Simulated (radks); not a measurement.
The numbers below are computed, except where a source is named.
Cl, configuration [Ne] 3s2 3p5 (the NIST ground configuration). Level of theory: non-relativistic Kohn-Sham, r2SCAN, spin-polarised, spherical densities, point nucleus; open shells are filled with parallel spins first; meta-GGA in the generalised Kohn-Sham scheme (a radial shooting solver on a logarithmic mesh with Libxc functionals).

Local quantities along the radius. ELF = 1/(1 + alpha^2) is the electron localisation function; alpha = (tau - tau_W)/tau_unif compares the Pauli kinetic energy density with that of the uniform gas (summed over spins).

r (bohr)    ELF    alpha
0.005415  1.000  0.01171
0.006938  1.000  0.01256
0.008891  1.000  0.01374
0.0113    1.000  0.01535
0.01448   1.000  0.01778
0.01841   1.000  0.02133
0.0236    0.999  0.02715
0.03      0.999  0.03661
0.03844   0.997  0.05432
0.04926   0.992  0.08979
0.06262   0.974   0.1649
0.08024   0.890   0.3514
0.102     0.620   0.7829
0.1307    0.294    1.548
0.1662    0.245    1.756
0.213     0.463    1.076
0.2729    0.744   0.5872
0.3469    0.851   0.4188
0.4446    0.846   0.4268
0.5651    0.633   0.7616
0.7242    0.138    2.502
0.9206    0.142    2.459
1.18      0.684   0.6804
1.512     0.865   0.3956
1.922     0.846   0.4274
2.463     0.720   0.6232
3.131     0.445    1.117
4.012     0.129    2.598
5.1       0.018    7.473
6.536     0.001    30.30

On this mesh the ELF has minima near r = 0.15, 0.82 bohr, which separate the shells, and maxima near 0.39 (0.86), 1.7 (0.87).
